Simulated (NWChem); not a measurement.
Species: CH3Cl3SSi; SMILES CS[Si](Cl)(Cl)Cl

```xyz
9

C     -0.0238     2.7299     0.0000
S      1.2541     1.4270     0.0000
Si     0.0237    -0.2821     0.0000
Cl    -1.2029    -0.3489    -1.6459
Cl     1.2600    -1.9070     0.0000
Cl    -1.2029    -0.3489     1.6459
H      0.5180     3.6847     0.0000
H     -0.6474     2.6675     0.9019
H     -0.6474     2.6675    -0.9019
```
Atoms are numbered in this order, from 1.

Program: NWChem. Geometry: optimised at PBE0/def2-SVP. Level PBE0/def2-SVPD: single points from the atomic guess with DIIS by default; each run changes one setting, and all converged runs end within 0.3 mHa of each other. cgmin counts macro-iterations, each dearer than a DIIS step. NWChem's automatic level shift, which a small gap switches on, acted in some of these runs.

```csv
setting,SCF iterations
defaults,8
"no DIIS, 40 % damping",16
DIIS on 20 Fock matrices,7
70 % damping for 30 cycles,31
core-Hamiltonian guess,17
quadratically convergent solver (cgmin),4
```
